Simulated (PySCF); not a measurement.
Calculation: PBE-D3(BJ)/def2-TZVP // PBE0-D3(BJ)/def2-TZVP (PySCF 2.14.0). All species are isolated molecules in the gas phase. One relaxed conformer stands for a flexible species; it need not be the lowest. 

Reference species (SMILES): `[SH][Ge]([Cl])([Cl])[Cl]` (neutral, multiplicity 1).

- S1 oscillator strength = 0.005
- HOMO = -7.06 eV

Changed species: `[Ge]([Cl])([SH])([SH])[SH]` (3 of 4 Cl replaced by SH; the reference has 1 of 4 Cl replaced by SH).

Problem. Give the shifts of the S1 oscillator strength and HOMO.

Solution. the S1 oscillator strength stays essentially unchanged; the HOMO rises by 0.54 eV, to -6.52 eV.
